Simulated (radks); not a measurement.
Problem. The ruthenium ion Ru30+, 14 electrons, occupied as [Ne] 3s2 3p2. Method: Dirac Kohn-Sham, exchange-only B88, spin-unpolarised, spherical densities, point nucleus; open shells fill j = l - 1/2 first; computed with a radial shooting solver on a logarithmic mesh with Libxc functionals. Some entries of the table are withheld. Estimate them.

orbital,occ.,eigenvalue (hartree),<r^2> (bohr^2),<r> (bohr)
1s1/2,2,(1),(2),0.03342
2s1/2,2,-171.2555,0.02419,0.1433
2p1/2,2,-163.1104,0.01811,0.1217
2p3/2,4,-158.1609,0.01936,0.1263
3s1/2,2,-65.68066,0.1416,0.3527
3p1/2,2,(3),(4),0.3375
3p3/2,0,(5),(6),0.3445
3d3/2,0,-57.47350,(7),0.3024
3d5/2,0,-57.19976,(8),0.3046
4s1/2,0,-34.23118,0.4970,0.6647
4p1/2,0,-33.04396,0.4885,0.6565
4p3/2,0,-32.59122,0.5025,0.6660
4f5/2,0,-29.70864,0.3520,0.5615
4f7/2,0,-29.66943,0.3534,0.5627

Solution. 
(1) 1s1/2 eigenvalue (hartree): -863.7763
(2) 1s1/2 <r^2> (bohr^2): 0.001508
(3) 3p1/2 eigenvalue (hartree): -62.82525
(4) 3p1/2 <r^2> (bohr^2): 0.1315
(5) 3p3/2 eigenvalue (hartree): -61.63616
(6) 3p3/2 <r^2> (bohr^2): 0.1368
(7) 3d3/2 <r^2> (bohr^2): 0.1056
(8) 3d5/2 <r^2> (bohr^2): 0.1070
